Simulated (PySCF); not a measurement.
## Vertical excitation energies

Species: C2H6GeO.
Numbering: `[CH3:1][GeH2:2][CH:3]=[O:4]` (hydrogens: H5, H6, H7 on C1; H8, H9 on Ge2; H10 on C3)

Level of theory: TDDFT CAM-B3LYP/def2-SVPD, vertical, gas phase, core orbitals frozen in the response (PySCF). Geometry: PBE0-D3(BJ)/def2-SVP, one conformer, isolated molecule. Relativistic effects, spin–orbit coupling among them, are left out although an element past zinc is present. Torsions of this conformer, `[CH3:1][GeH2:2][CH:3]=[O:4]`: C1–Ge2–C3–O4 -108°.

Question: What does the calculation give for the low-lying excited states?

Answer: 

```csv
state,E (eV),λ (nm),ν̃ (cm⁻¹),f,|μ| (D),"main configurations (H = HOMO, L = LUMO)"
S1,3.29,377.3,26500,0.0010,0.29,H→L (94%)
S2,6.54,189.7,52720,0.031,1.11,"H→L+1 (51%), H→L+2 (40%)"
S3,6.92,179.1,55820,0.0064,0.49,"H→L+2 (34%), H→L+1 (23%), H→L+4 (17%)"
S4,7.16,173.3,57710,0.071,1.62,"H→L+3 (46%), H-1→L (27%), H→L+1 (10%)"
S5,7.36,168.6,59330,0.093,1.83,"H-1→L (38%), H-2→L (32%), H→L+3 (14%)"
S6,7.40,167.6,59650,0.0008,0.17,"H→L+4 (37%), H-2→L (22%), H→L+5 (17%)"
S7,7.49,165.5,60440,0.126,2.10,"H-2→L (43%), H-1→L (27%), H→L+5 (16%)"
S8,7.76,159.8,62590,0.065,1.49,"H→L+5 (56%), H→L+4 (26%)"
S9,8.16,152.0,65780,0.0054,0.42,"H-3→L (51%), H-6→L (24%), H-4→L (11%)"
S10,8.37,148.2,67490,0.072,1.50,H→L+6 (75%)
```

Triplets (Tamm–Dancoff): T1 2.64 eV, H→L (94%); T2 5.82 eV, H-4→L (59%), H-1→L (20%); T3 6.25 eV, H→L+2 (62%), H→L+1 (17%), H→L+3 (12%); T4 6.66 eV, H→L+1 (72%).

The lowest singlet comes at 377 nm (317 kJ/mol) in the ultraviolet; it is very weak; its leading configuration is HOMO→LUMO (94%). The strongest level in the table is S7 at 7.49 eV (165 nm, f = 0.126). Löwdin shares by element: HOMO oxygen 48%, carbon 22% or more, germanium 13%, hydrogen 10% or more; LUMO carbon 38% or more, oxygen 32%, germanium 11%, hydrogen 7% or more. The listed states span 5.08 eV, and the widest gap between neighbours is 3.25 eV (S1 to S2). Orbital energies (eV): HOMO-3 -12.75, HOMO-2 -10.94, HOMO-1 -10.64, HOMO -8.33, LUMO -0.30, LUMO+1 1.10, LUMO+2 1.49. The oscillator strengths of these states sum to 0.471; summed over the whole spectrum of an exact calculation they would give the number of electrons, 58 (Thomas–Reiche–Kuhn). No computed singlet lies in the visible range (380 to 750 nm); the lowest, at 377 nm, stands 0.02 eV above its violet end (3.26 eV); a Tamm–Dancoff triplet lies at 470 nm, without intensity as long as spin–orbit coupling is left out. All these states lie below the vertical ionisation energy of 9.31 eV (ΔSCF). The window holds the lowest 10 singlets.

Time: 53 s of wall time (with the writing of density and orbital grids); peak memory 0.75 GiB. Hardware: one thread, Arm Neoverse V2 (aarch64), no GPU, shared host.
